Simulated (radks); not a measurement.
The numbers below are computed, except where a source is named.
Question: Species: Zr III. Configuration: [Kr] 4d2. Level of theory: Dirac Kohn-Sham, Slater X-alpha with alpha = 0.745, spin-unpolarised, spherical densities, finite nucleus; open shells fill j = l - 1/2 first; Fermi nuclear charge, rms radius 4.2694 fm (a radial shooting solver on a logarithmic mesh with Libxc functionals).

Spin-orbit splittings of the eigenvalues, e(l+1/2) - e(l-1/2), with zeta = 2 splitting/(2l+1) and mean radii in bohr:

shell  occ.  splitting (eV)  zeta (eV)  <r> j=l-1/2  <r> j=l+1/2
2p        6           86.16      57.44       0.1385       0.1429
3p        6               ?          ?       0.4540       0.4645
3d       10           2.532      1.013       0.4485       0.4520
4p        6           1.835      1.224        1.335        1.365
4d        2          0.1609    0.06434        1.980        1.995

Estimate the 3p splitting.

Answer: 13.78 eV (zeta = 9.186 eV).
